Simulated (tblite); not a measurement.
A geometry optimisation, step by step.

Species: C7H12 (charge +1 and doublet state).
Numbering: `[CH3:1][CH2:2][C+:3]=[C:4][CH:5]([CH3:6])[CH3:7]` (hydrogens: H8, H9, H10 on C1; H11, H12 on C2; H13 on C5; H14, H15, H16 on C6; H17, H18, H19 on C7)
Bond orders are those of one Lewis drawing.

Computed with GFN2-xTB (tblite), gas phase: L-BFGS steps from a force-field or distance-geometry start until the largest atomic force falls under 0.01 eV/Å. 10 of its 187 geometries are shown.

Step 0: E = -557.7875 eV, largest atomic force 7.011 eV/Å
```
atom  x, y, z in Å  |  force x, y, z in eV/Å
C1      3.314    0.183   -0.313   -0.316   1.441  -0.658
C2      2.193   -0.860   -0.380   -0.353   0.074   0.570
C3      0.946   -0.203   -0.116   -3.282   2.970   0.279
C4     -0.143    0.503    0.108    4.281  -5.387  -1.345
C5     -1.480   -0.113    0.172   -0.005   1.211  -0.679
C6     -2.189    0.022   -1.184   -0.573   0.209  -0.651
C7     -2.231    0.609    1.255    0.016   0.049   1.561
H8      2.936    1.173    0.086    0.717  -1.114  -0.105
H9      3.600    0.400   -1.370    0.131  -0.081   0.848
H10     4.125   -0.243    0.265    0.146   0.465  -0.031
H11     2.251   -1.321   -1.384   -0.499  -0.155   0.610
H12     2.375   -1.587    0.447   -0.251   0.101  -0.676
H13    -1.403   -1.195    0.395    0.112   0.331   0.037
H14    -1.946   -0.813   -1.875   -0.360   0.563   0.510
H15    -1.911    0.967   -1.700   -0.071  -0.605   0.358
H16    -3.289    0.099   -0.977    0.960  -0.498  -0.431
H17    -2.813   -0.088    1.893    0.164   0.593  -0.465
H18    -1.477    1.116    1.899   -0.825  -0.146  -0.115
H19    -2.869    1.359    0.785    0.010  -0.019   0.384
```

Step 21: E = -559.3488 eV, largest atomic force 0.408 eV/Å
```
atom  x, y, z in Å  |  force x, y, z in eV/Å
C1      3.426    0.262   -0.316   -0.016   0.032  -0.011
C2      2.335   -0.798   -0.418   -0.146   0.039   0.052
C3      0.982   -0.410   -0.200   -0.395   0.086   0.056
C4     -0.194   -0.156    0.045    0.099  -0.197  -0.148
C5     -1.624   -0.116    0.167    0.168  -0.030   0.071
C6     -2.304    0.043   -1.208    0.056  -0.077   0.085
C7     -2.232    0.721    1.290    0.061  -0.076  -0.025
H8      3.107    1.167    0.190   -0.052  -0.061   0.112
H9      3.740    0.529   -1.324    0.053   0.053   0.001
H10     4.282   -0.165    0.198    0.158   0.167  -0.029
H11     2.432   -1.352   -1.360   -0.130  -0.034   0.094
H12     2.527   -1.519    0.396   -0.020  -0.101  -0.068
H13    -1.853   -1.179    0.424    0.040   0.093  -0.033
H14    -1.975   -0.740   -1.884   -0.019  -0.032  -0.109
H15    -2.039    1.001   -1.655   -0.024   0.019   0.128
H16    -3.381   -0.022   -1.087   -0.014   0.024  -0.027
H17    -2.893    0.092    1.892   -0.004   0.063  -0.009
H18    -1.480    1.132    1.959    0.007   0.037  -0.109
H19    -2.866    1.519    0.899    0.177  -0.006  -0.031
```

Step 41: E = -559.4906 eV, largest atomic force 0.287 eV/Å
```
atom  x, y, z in Å  |  force x, y, z in eV/Å
C1      3.257    0.338   -0.213    0.076   0.065   0.077
C2      2.338   -0.856   -0.389   -0.015  -0.039  -0.019
C3      0.962   -0.615   -0.152   -0.251   0.029  -0.099
C4     -0.238   -0.424   -0.030    0.002   0.047   0.005
C5     -1.642   -0.216    0.126   -0.014   0.019  -0.096
C6     -2.364   -0.029   -1.231    0.038   0.060   0.145
C7     -2.001    0.797    1.209   -0.027  -0.038  -0.059
H8      2.887    1.041    0.526   -0.028  -0.005   0.130
H9      3.349    0.878   -1.154   -0.034   0.008  -0.107
H10     4.251    0.010    0.069    0.107   0.018   0.005
H11     2.461   -1.329   -1.368    0.059  -0.043  -0.130
H12     2.631   -1.636    0.332    0.028  -0.034   0.080
H13    -1.990   -1.208    0.483   -0.051  -0.030  -0.069
H14    -2.006   -0.752   -1.970   -0.162   0.160   0.175
H15    -2.152    0.983   -1.584    0.058  -0.132  -0.038
H16    -3.444   -0.113   -1.109    0.160  -0.102   0.001
H17    -2.795    0.399    1.845    0.056   0.072  -0.023
H18    -1.131    1.012    1.825   -0.089   0.042   0.067
H19    -2.384    1.730    0.792    0.085  -0.096  -0.048
```

Step 62: E = -559.5557 eV, largest atomic force 0.119 eV/Å
```
atom  x, y, z in Å  |  force x, y, z in eV/Å
C1      3.130    0.375   -0.116   -0.018  -0.017  -0.031
C2      2.359   -0.896   -0.446   -0.035  -0.074  -0.004
C3      0.955   -0.745   -0.309   -0.032   0.091   0.070
C4     -0.225   -0.496   -0.112    0.054  -0.031  -0.024
C5     -1.608   -0.240    0.107    0.067   0.042   0.089
C6     -2.402   -0.076   -1.192   -0.011  -0.019  -0.012
C7     -1.867    0.846    1.145   -0.059  -0.004   0.012
H8      2.806    0.808    0.827    0.019   0.016   0.048
H9      2.947    1.114   -0.896    0.037   0.012   0.003
H10     4.194    0.170   -0.069    0.049  -0.005  -0.005
H11     2.627   -1.309   -1.425   -0.020   0.047  -0.030
H12     2.645   -1.675    0.283    0.052  -0.007  -0.007
H13    -1.968   -1.193    0.554   -0.027  -0.004  -0.071
H14    -2.147   -0.839   -1.920   -0.023  -0.087  -0.001
H15    -2.153    0.892   -1.623   -0.013   0.033  -0.032
H16    -3.469   -0.106   -0.997   -0.042   0.004   0.018
H17    -2.801    0.647    1.671    0.046   0.070  -0.028
H18    -1.057    0.915    1.869   -0.077  -0.031  -0.029
H19    -1.978    1.816    0.657    0.033  -0.036   0.034
```

Step 83: E = -559.6093 eV, largest atomic force 0.066 eV/Å
```
atom  x, y, z in Å  |  force x, y, z in eV/Å
C1      3.208    0.372   -0.058   -0.009  -0.013   0.037
C2      2.362   -0.821   -0.478    0.018   0.011  -0.015
C3      0.965   -0.662   -0.276    0.018   0.019  -0.006
C4     -0.234   -0.495   -0.120    0.025   0.027   0.007
C5     -1.619   -0.253    0.109   -0.023  -0.010  -0.024
C6     -2.467   -0.162   -1.165   -0.015   0.003  -0.026
C7     -1.874    0.872    1.098   -0.002   0.033   0.003
H8      3.022    0.663    0.975   -0.008  -0.018  -0.003
H9      2.965    1.231   -0.684    0.011   0.011  -0.004
H10     4.266    0.148   -0.174   -0.049  -0.028  -0.002
H11     2.560   -1.106   -1.520    0.005  -0.021   0.011
H12     2.663   -1.698    0.125    0.020   0.021  -0.057
H13    -1.973   -1.190    0.591    0.005  -0.006   0.019
H14    -2.366   -1.045   -1.793    0.020   0.017   0.016
H15    -2.151    0.707   -1.744    0.012  -0.030   0.019
H16    -3.512   -0.036   -0.894   -0.005  -0.027  -0.027
H17    -2.923    0.884    1.385   -0.007   0.013   0.035
H18    -1.255    0.762    1.986   -0.039   0.053  -0.008
H19    -1.647    1.839    0.644    0.025  -0.054   0.027
```

Step 103: E = -559.6262 eV, largest atomic force 0.082 eV/Å
```
atom  x, y, z in Å  |  force x, y, z in eV/Å
C1      3.244    0.327   -0.026   -0.003  -0.001   0.071
C2      2.339   -0.762   -0.574   -0.026   0.000  -0.022
C3      0.956   -0.600   -0.295    0.010   0.019  -0.016
C4     -0.230   -0.440   -0.057    0.014   0.006  -0.013
C5     -1.622   -0.233    0.166    0.023   0.049   0.010
C6     -2.433   -0.246   -1.137    0.017  -0.021   0.027
C7     -1.931    0.935    1.090   -0.042   0.070  -0.001
H8      3.054    0.505    1.032    0.023   0.005  -0.008
H9      3.067    1.271   -0.547   -0.004  -0.050  -0.005
H10     4.285    0.049   -0.161   -0.009   0.023  -0.009
H11     2.487   -0.908   -1.653   -0.003   0.013   0.012
H12     2.631   -1.729   -0.128    0.029  -0.022  -0.012
H13    -1.950   -1.149    0.702   -0.027  -0.023   0.005
H14    -2.267   -1.158   -1.705    0.004   0.000  -0.019
H15    -2.123    0.598   -1.751   -0.042   0.004   0.002
H16    -3.493   -0.157   -0.915    0.002   0.005  -0.008
H17    -3.004    1.024    1.238    0.000  -0.006  -0.023
H18    -1.458    0.811    2.062    0.054   0.003   0.022
H19    -1.563    1.873    0.668   -0.018  -0.075  -0.013
```

Step 124: E = -559.6369 eV, largest atomic force 0.066 eV/Å
```
atom  x, y, z in Å  |  force x, y, z in eV/Å
C1      3.243    0.271    0.061   -0.014  -0.002  -0.007
C2      2.342   -0.738   -0.630    0.037  -0.019   0.022
C3      0.962   -0.604   -0.325   -0.029   0.022  -0.023
C4     -0.219   -0.427   -0.073    0.006   0.007   0.013
C5     -1.607   -0.214    0.171   -0.032  -0.016   0.011
C6     -2.462   -0.314   -1.096   -0.016  -0.030   0.018
C7     -1.910    1.008    1.029   -0.016   0.009  -0.042
H8      3.099    0.256    1.140    0.022   0.022  -0.013
H9      3.013    1.278   -0.287    0.006   0.014   0.034
H10     4.285    0.063   -0.163   -0.005  -0.024   0.005
H11     2.475   -0.709   -1.722    0.004  -0.025   0.025
H12     2.651   -1.761   -0.347   -0.039   0.036  -0.039
H13    -1.905   -1.098    0.781    0.000   0.035  -0.041
H14    -2.209   -1.190   -1.688    0.006  -0.016   0.000
H15    -2.295    0.570   -1.711    0.027   0.011   0.006
H16    -3.516   -0.353   -0.838   -0.014  -0.005   0.009
H17    -2.983    1.118    1.161    0.009  -0.037   0.007
H18    -1.440    0.946    2.008    0.037   0.007  -0.006
H19    -1.535    1.906    0.537    0.012   0.009   0.019
```

Step 145: E = -559.6448 eV, largest atomic force 0.041 eV/Å
```
atom  x, y, z in Å  |  force x, y, z in eV/Å
C1      3.297    0.173    0.143    0.007   0.017  -0.004
C2      2.342   -0.662   -0.687   -0.003   0.001  -0.001
C3      0.965   -0.495   -0.381    0.005  -0.010  -0.009
C4     -0.215   -0.331   -0.114   -0.003  -0.009  -0.006
C5     -1.603   -0.171    0.164    0.004   0.011   0.003
C6     -2.498   -0.402   -1.054    0.013   0.010   0.003
C7     -1.937    1.081    0.969   -0.003  -0.002   0.009
H8      3.208   -0.058    1.204   -0.012   0.002   0.003
H9      3.077    1.234    0.025    0.014   0.032   0.021
H10     4.321   -0.006   -0.170   -0.004  -0.015  -0.003
H11     2.490   -0.469   -1.761   -0.010   0.009  -0.007
H12     2.582   -1.733   -0.584    0.001  -0.022   0.002
H13    -1.822   -1.024    0.843   -0.015  -0.017   0.004
H14    -2.176   -1.263   -1.635   -0.001  -0.017   0.014
H15    -2.453    0.476   -1.698   -0.002   0.015  -0.020
H16    -3.531   -0.545   -0.748   -0.003   0.017   0.007
H17    -3.003    1.123    1.171    0.013  -0.014  -0.001
H18    -1.397    1.105    1.913    0.005   0.016  -0.004
H19    -1.656    1.974    0.408   -0.005  -0.024  -0.012
```

Step 165: E = -559.6487 eV, largest atomic force 0.027 eV/Å
```
atom  x, y, z in Å  |  force x, y, z in eV/Å
C1      3.299    0.187    0.140   -0.010   0.009   0.005
C2      2.344   -0.662   -0.679    0.009   0.010  -0.006
C3      0.965   -0.495   -0.382    0.005   0.001   0.016
C4     -0.217   -0.339   -0.121    0.010  -0.009   0.004
C5     -1.605   -0.180    0.158   -0.007   0.000  -0.008
C6     -2.499   -0.380   -1.067   -0.011  -0.002  -0.013
C7     -1.937    1.056    0.985    0.004   0.015  -0.002
H8      3.186   -0.002    1.207   -0.017   0.002  -0.019
H9      3.106    1.248   -0.021    0.009  -0.022   0.012
H10     4.324   -0.027   -0.147   -0.008   0.004  -0.002
H11     2.495   -0.489   -1.756    0.001  -0.006   0.004
H12     2.581   -1.732   -0.552    0.006   0.006  -0.010
H13    -1.833   -1.047    0.817    0.000  -0.010   0.010
H14    -2.242   -1.286   -1.611    0.004   0.013  -0.001
H15    -2.375    0.468   -1.741    0.001  -0.019  -0.002
H16    -3.543   -0.430   -0.770    0.004   0.010   0.008
H17    -2.985    1.046    1.270    0.002   0.010  -0.003
H18    -1.325    1.118    1.883    0.006  -0.003   0.004
H19    -1.750    1.954    0.396   -0.008  -0.010   0.002
```

Step 186: E = -559.6512 eV, largest atomic force 0.008 eV/Å
```
atom  x, y, z in Å  |  force x, y, z in eV/Å
C1      3.288    0.142    0.196    0.001  -0.001  -0.002
C2      2.345   -0.610   -0.723    0.002  -0.007   0.002
C3      0.965   -0.478   -0.415   -0.005   0.003   0.000
C4     -0.215   -0.340   -0.139    0.001  -0.007   0.000
C5     -1.599   -0.180    0.158   -0.001   0.000   0.001
C6     -2.517   -0.429   -1.036    0.002   0.000   0.002
C7     -1.914    1.091    0.943   -0.005   0.002   0.003
H8      3.167   -0.178    1.230   -0.002  -0.002   0.000
H9      3.089    1.214    0.168   -0.001   0.004  -0.001
H10     4.317   -0.027   -0.108    0.006   0.000   0.000
H11     2.500   -0.306   -1.771    0.001   0.000   0.005
H12     2.589   -1.686   -0.730   -0.002   0.004  -0.002
H13    -1.810   -1.015    0.864    0.002   0.004  -0.004
H14    -2.293   -1.372   -1.529    0.000  -0.002   0.003
H15    -2.385    0.369   -1.767   -0.002   0.004  -0.003
H16    -3.556   -0.432   -0.717   -0.001  -0.001  -0.002
H17    -2.953    1.090    1.261    0.007  -0.002   0.000
H18    -1.274    1.196    1.816   -0.003   0.002  -0.003
H19    -1.753    1.960    0.304    0.001  -0.002   0.002
```

Question: Summarise the path.

Answer: The energy falls by 42.98 kcal/mol from step 0 to step 186; nine tenths of that is first reached at step 39. It never rises by more than 0.2 meV. The largest force goes from 7.011 to 0.008 eV/Å. Among the bonds C3=C4 changes most, from 1.316 to 1.221 Å; the atoms move by 0.951 Å rms after alignment.

Question: Follow the three bonds and two angles with the largest change from start to end.

Answer: 
```tsv
step	E above end (kcal/mol)	largest force (eV/Å)	C3=C4 (Å)	C4–C5 (Å)	C1–H8 (Å)	C3–C4–C5 (°)	H11–C2–H12 (°)
0	42.98	7.011	1.316	1.474	1.133	122.2	113.1
8	14.22	0.743	1.212	1.412	1.097	162.0	107.3
16	8.28	0.364	1.220	1.426	1.084	165.9	104.2
24	6.27	0.251	1.220	1.424	1.083	172.9	105.7
32	5.21	0.135	1.222	1.428	1.085	175.7	104.4
40	3.93	0.289	1.222	1.431	1.086	179.6	104.5
49	2.92	0.133	1.220	1.423	1.088	179.6	105.4
57	2.45	0.142	1.220	1.425	1.090	179.1	106.0
65	2.00	0.166	1.221	1.425	1.090	177.5	105.7
73	1.41	0.080	1.221	1.426	1.089	177.4	104.5
81	1.02	0.098	1.220	1.424	1.089	178.2	105.7
89	0.87	0.048	1.221	1.425	1.088	177.2	104.4
97	0.74	0.078	1.221	1.424	1.087	179.1	104.6
105	0.54	0.060	1.220	1.424	1.089	177.0	104.2
113	0.49	0.034	1.221	1.424	1.089	177.1	103.7
121	0.38	0.057	1.221	1.426	1.089	178.1	104.3
129	0.27	0.030	1.220	1.424	1.090	178.2	103.5
137	0.20	0.044	1.220	1.424	1.089	179.0	103.5
146	0.14	0.040	1.221	1.425	1.089	178.2	103.4
154	0.09	0.019	1.221	1.425	1.089	178.2	103.5
162	0.07	0.023	1.221	1.425	1.090	178.8	103.6
170	0.04	0.034	1.221	1.425	1.090	178.9	103.5
178	0.01	0.041	1.221	1.425	1.089	179.0	103.3
186	0.00	0.008	1.221	1.425	1.090	179.0	103.4
```

What follows is the cost of the whole relaxation. On an Arm Neoverse V2 with one thread (shared host), this took 0.95 s.
